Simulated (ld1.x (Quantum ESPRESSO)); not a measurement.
# sulfur, TM: configuration errors across variants

```
Element                 : sulfur
Generator               : ld1.x (Quantum ESPRESSO) 7.5
Type                    : norm-conserving Troullier–Martins (Kleinman–Bylander form)
Functional              : LDA (PZ)
Relativity              : scalar-relativistic
Frozen core             : [Ne]
Valence charge          : 6
Reference configuration : 3s2 3p4
Partial waves           : 3s (bound): rc 1.05 bohr; 3d channel at 0.45 Ry: rc 1.15 bohr; 3p (bound): rc 1.05 bohr
Local potential         : the p channel
Core correction         : a·sin(br)/r model core, default radius (core density twice the valence density)
```

All-electron excitation energies from the reference (eV): (1) 3s2 3p3 11.863; (2) 3s2 3p2 34.236; (3) 3s2 3p1 68.394; (4) 3s2 3p0 115.377; (5) 3s1 3p4 22.660; (6) 3s2 3p3.5 4.709; (7) 3s1 3p5 10.240; (8) 3s2 3p4 spin -0.706; (9) 3s2 3p3 spin 9.898.

Spin tests fill each open shell by Hund’s rule, majority spin first.

The default core radius of the base comes out at 0.87 bohr.

Tests that are not counted but printed errors over 1 eV. “local potential the d channel”: 3s1 3p5 (solver errors, printed error -247 eV); 3s2 3p4 (spin-polarised) (solver errors, printed error -242 eV); 7 more.

1 further variants failed, have other tests or another functional or relativity, and are left out.

A true bound ghost makes a file unfit for plane-wave use even where its test errors are small: the radial tests pick states by their node count and pass the ghost by. Where a test does run into it, the solver fails or the error is huge.

Errors AE − PS in meV (a dash: test not solved or not reliable):

```csv
change,(1),(2),(3),(4),(5),(6),(7),(8),(9),bound ghosts
base,+6.1,+37,+108,+220,+13,+1.1,+1.7,+3.1,+12,none
wave 3p (bound): rc 1.05 bohr becomes 3p (bound): rc 1.24 bohr,+3.8,+27,+89,+213,+5.1,+0.6,-1.0,+7.3,+24,none
core correction a·sin(br)/r model core inside 0.64 bohr,+6.1,+36,+107,+214,+13,+1.1,+1.6,-0.7,-0.4,none
"all radii but the core radius scaled by about 1.05 (s 1.10, p 1.10, d 1.20 bohr)",+5.0,+31,+92,+189,+11,+0.9,+1.5,+3.7,+13,none
local potential the d channel,–,–,–,–,–,–,–,–,–,s
wave 3d channel at 0.45 Ry: rc 1.15 bohr becomes 3d channel at 3.79 Ry: rc 1.15 bohr,+6.1,+37,+108,+220,+13,+1.1,+1.7,+3.1,+12,none
wave 3s (bound): rc 1.05 bohr becomes 3s (bound): rc 1.38 bohr,+5.5,+31,+85,+148,+14,+1.1,+2.4,+2.7,+9.7,none
```

Task: Give the same row for: type RRKJ; local potential the s channel.

Result: +5.4, +33, +97, +193, +12, +0.9, +1.8, +3.2, +11; bound ghosts: none.
